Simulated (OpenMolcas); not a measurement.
Pd2+: effect of the ligand basis

Pd2+ with 6 ligands (fluoride) in octahedral coordination (Oh) at 2.17 Å. A charge of +0.667 e stands 2.6 Å behind each ligand.

```yaml
Program: OpenMolcas
Method: "SS-CASPT2, IPEA 0.25 Eh, imaginary shift 0.1 Eh (closed shells correlated: 4s 4p and the ligand valence shells)"
Spin-orbit_coupling: RASSI with atomic mean-field integrals over the reference wave functions
```

Fixed: metal basis ANO-RCC-VTZP, active space 8 electrons in 5 orbitals (4d), DKH2 Hamiltonian.

States (labels of O, the rotations of Oh). Energies in cm-1 above the lowest state or level, χT in cm3 K/mol.

```
Run  Ligand basis  Ground state  First state of that spin  First gap with spin-orbit (degeneracies)  χT at 300 K  First state of another spin                      Cost
  A  ANO-RCC-VDZP           3A2                 3T2 11380                               8680 (3, 2)        1.493                      1E 9600  roughly 2.1 core-minutes
  B  ANO-RCC-VTZP           3A2                 3T2 10730                               8290 (3, 2)        1.518                      1E 9300    roughly 7 core-minutes
```

Against A, the first state of the same spin changes by -5.7 % in B.

Costs are those of the CASPT2 steps.

Roots that are degenerate in the reference are averaged as groups; the widest CASPT2 spread within a group is 85 cm-1 (the 3-fold group of multiplicity 3 near 10700 cm-1 above the lowest state of its run, B). Shifts and gaps below about the spread of the groups concerned are not significant. Over all roots computed the reference weight is 0.69 in A, 0.67 to 0.68 in B; a low but even weight reflects the number of correlated electrons. Real 4d8 and 5d8 ions are as a rule square planar and diamagnetic. Ligand-to-metal charge-transfer states are missing. With no ligand orbital active B as a rule stays too high, so bands that hang on it stand too high and its fall with covalency is understated. With one d shell and no ligand orbital active, 10Dq can be off by a tenth or more. Free-ion shares, where given, are those of the reference states; single-state CASPT2 does not remix them. No measured value stands beside these numbers; the geometry was imposed, not optimised, and the real ion may take another.
